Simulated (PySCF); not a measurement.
**Spinor energies of Zr (zirconium, neutral)**

Start: [Kr] 4d4; 4d5/2 filled at m_j = -1/2, +1/2, +3/2, +5/2. Calculated with PySCF 2.14 in x2c-TZVPall-2c with one added diffuse shell each of s, p, d type (9s10p8d1f, 86 functions): generalised Hartree-Fock with the X2C-1e Hamiltonian and a Gaussian nucleus; one run each with spin-orbit coupling (SO) switched off, then screened by Boettger's factors. This is a chosen level, not necessarily the ground level.

```json
{"spinor shell": "1s1/2", "electrons": "2", "ε, spin-free (eV)": "-18093.5", "ε, screened SO (eV)": "-18092.7", "weight of nominal j (screened SO)": "1.000", "rms radius, screened SO (bohr)": "0.0426"}
{"spinor shell": "2s1/2", "electrons": "2", "ε, spin-free (eV)": "-2574.8", "ε, screened SO (eV)": "-2574.6", "weight of nominal j (screened SO)": "1.000", "rms radius, screened SO (bohr)": "0.176"}
{"spinor shell": "2p1/2", "electrons": "2", "ε, spin-free (eV)": "-2289.5", "ε, screened SO (eV)": "-2348.7", "weight of nominal j (screened SO)": "1.000", "rms radius, screened SO (bohr)": "0.154"}
{"spinor shell": "2p3/2", "electrons": "4", "ε, spin-free (eV)": "-2289.5", "ε, screened SO (eV)": "-2261.6", "weight of nominal j (screened SO)": "1.000", "rms radius, screened SO (bohr)": "0.158"}
{"spinor shell": "3s1/2", "electrons": "2", "ε, spin-free (eV)": "-449.19", "ε, screened SO (eV)": "-449.16", "weight of nominal j (screened SO)": "1.000", "rms radius, screened SO (bohr)": "0.488"}
{"spinor shell": "3p1/2", "electrons": "2", "ε, spin-free (eV)": "-353.54", "ε, screened SO (eV)": "-363.40", "weight of nominal j (screened SO)": "1.000", "rms radius, screened SO (bohr)": "0.489"}
{"spinor shell": "3p3/2", "electrons": "4", "ε, spin-free (eV)": "-353.54", "ε, screened SO (eV)": "-348.90", "weight of nominal j (screened SO)": "1.000", "rms radius, screened SO (bohr)": "0.499"}
{"spinor shell": "3d3/2", "electrons": "4", "ε, spin-free (eV)": "-196.41", "ε, screened SO (eV)": "-197.95", "weight of nominal j (screened SO)": "0.990", "rms radius, screened SO (bohr)": "0.493"}
{"spinor shell": "3d5/2", "electrons": "6", "ε, spin-free (eV)": "-196.41", "ε, screened SO (eV)": "-195.38", "weight of nominal j (screened SO)": "0.993", "rms radius, screened SO (bohr)": "0.496"}
{"spinor shell": "4s1/2", "electrons": "2", "ε, spin-free (eV)": "-63.408", "ε, screened SO (eV)": "-63.418", "weight of nominal j (screened SO)": "1.000", "rms radius, screened SO (bohr)": "1.31"}
{"spinor shell": "4p1/2", "electrons": "2", "ε, spin-free (eV)": "-36.506", "ε, screened SO (eV)": "-38.770", "weight of nominal j (screened SO)": "0.706", "rms radius, screened SO (bohr)": "1.50"}
{"spinor shell": "4p3/2", "electrons": "4", "ε, spin-free (eV)": "-36.506", "ε, screened SO (eV)": "-35.435", "weight of nominal j (screened SO)": "0.853", "rms radius, screened SO (bohr)": "1.50"}
{"spinor shell": "4d5/2", "electrons": "4", "ε, spin-free (eV)": "-4.760", "ε, screened SO (eV)": "-4.756", "weight of nominal j (screened SO)": "0.687", "rms radius, screened SO (bohr)": "2.96"}
```

```
   quantity    spin-free  screened SO
E (hartree)  -3595.91674  -3596.26236
        M_J            4            4
       ⟨J²⟩       20.017       20.015
       ⟨L²⟩        6.012        6.025
       ⟨S²⟩        6.005        6.009
```

Each row is a mean over spinors that exchange with the open shell spreads, by up to 5.059 eV (4p3/2).

Rows whose weight is well below 1 are mixtures of j = l ± 1/2: exchange outweighs spin-orbit coupling there, and the label is only the starting occupation.

Breit and QED terms are absent; they matter most for the inner s and p1/2 levels.

Densities and radii are taken from the X2C orbitals without a picture-change correction, which distorts them close to the nucleus.

Without spin-orbit coupling the j labels of p, d and f shells carry no meaning; the spin-free column gives the mean over the occupied spinors of each nl shell.
